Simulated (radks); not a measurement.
All-electron atom: Pd XLII in [He] 2s2 2p1 (the NIST ground configuration). Method: scalar-relativistic Kohn-Sham, PBE, spin-polarised, spherical densities, finite nucleus; open shells are filled with parallel spins first (spin-orbit coupling, left out, can overturn this in heavy ions); Fermi nuclear charge, rms radius 4.5318 fm; computed with a radial shooting solver on a logarithmic mesh with Libxc functionals.

Unscreened Slater integrals over Kohn-Sham orbitals (cm^-1). They are taken over the spin-up orbitals.

integral,value
"F0(2p,2p)",1778300
"F2(2p,2p)",852300
"F0(2p,2s)",1617500
"G1(2p,2s)",904680
"F0(2p,1s)",2399000
"G1(2p,1s)",475960
"F0(2s,2s)",1517800
"F0(2s,1s)",2130700
"G0(2s,1s)",218290
"F0(1s,1s)",6518500

Derived for the open shells (J is the average intra-shell exchange parameter used in DFT+U). 2p: J = F2/5 = 170500 cm^-1.
